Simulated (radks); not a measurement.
Species: Si+. Configuration: [Ne] 3s2 4p1 (not the ground configuration).

Method: Dirac Kohn-Sham, PBE, spin-unpolarised, spherical densities, finite nucleus; open shells fill j = l - 1/2 first; Fermi nuclear charge, rms radius 3.1224 fm; computed with a radial shooting solver on a logarithmic mesh with Libxc functionals.

Energy parts (hartree):
part                      energy
total                 -289.20269
kinetic                290.08152
electron-nucleus      -683.74253
Hartree                124.69977
exchange-correlation   -20.24145

Orbitals (lengths in bohr, moments of r in powers of bohr; <r^-3> diverges for s and p1/2; r(90%) holds 90 % of the orbital's charge):
\begin{tabular}{lrrrrr}
orbital & occ. & eigenvalue (hartree) & <r^-3> & r(90%) & <r^2> \\ \hline
1s1/2 & 2 & -66.23040 & - & 0.199 & 0.01668 \\
2s1/2 & 2 & -5.71102 & - & 0.894 & 0.3846 \\
2p1/2 & 2 & -4.11360 & - & 0.899 & 0.3611 \\
2p3/2 & 4 & -4.08973 & 48.09 & 0.902 & 0.3639 \\
3s1/2 & 2 & -0.86483 & - & 2.94 & 4.439 \\
4p1/2 & 1 & -0.18256 & - & 8.67 & 41.42 \\
4p3/2 & 0 & -0.18225 & 0.6313 & 8.68 & 41.53 \\
\end{tabular}

The highest occupied level is 4p1/2 at -4.968 eV. Summed over all electrons, <r^2> = 53.28 bohr^2, which gives a Langevin (diamagnetic) susceptibility term of -42.2 x 10^-6 cm^3/mol. The electron density at the nucleus is 1912 e/bohr^3. The density falls to 0.001 e/bohr^3 at r = 3.60 bohr.
